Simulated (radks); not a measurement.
Dynamic dipole polarisability and lines of the nitrogen ion N3+, [He] 2s2. Method: non-relativistic Kohn-Sham, exchange-only LDA, spin-unpolarised, spherical densities, point nucleus; computed with a radial shooting solver on a logarithmic mesh with Libxc functionals. Time-dependent linear response with the Hartree and adiabatic exchange-only LDA kernel, continuum included through the Sternheimer equations. Lines are the poles of the dipole polarisability below minus the highest occupied eigenvalue, found on a grid refined at the orbital gaps; the lowest seven at most are given, and weak or close lines can be missed. The first line takes the name of the lowest orbital gap if no other gap lies below it; otherwise a line is named after a gap within 0.6 % of it, if that gap stands alone.

| photon energy (eV) | alpha (bohr^3) |
|---|---|
| 0 | 2.101 |
| 3.258 | 2.195 |
| 7.602 | 2.755 |
| 11.946 | 5.338 |
| 16.289 | -10.99 |
| 20.633 | -1.940 |
| 24.977 | -0.8366 |
| 29.321 | -0.4003 |
| 33.665 | -0.1434 |
| 38.009 | 0.07573 |
| 42.353 | 0.4208 |
| 46.696 | 8.111 |
| 51.040 | -0.4954 |
| 55.384 | 0.2526 |
| 59.728 | 0.1419 |

Lines (eV, oscillator strength): 15.061 (82.32 nm, 2s-2p), f = 0.583; 46.991 (26.38 nm, 2s-3p), f = 0.303; 56.556 (21.92 nm, 2s-4p), f = 0.0830; 60.321 (20.55 nm, 2s-5p), f = 0.0360. Higher lines, where found, are left out when the end of the mesh affects them. Those listed give 97 % of the static polarisability (sum of f/w^2). Orbital energy gaps for comparison: 2s-2p 10.642 eV; 2s-3p 47.243 eV; 2s-4p 56.619 eV; 2s-5p 60.350 eV. At laser wavelengths: 1550 nm 2.106, 1064 nm 2.112, 780 nm 2.122, 532 nm 2.148, 355 nm 2.210, 266 nm 2.304, 193 nm 2.527 bohr^3.
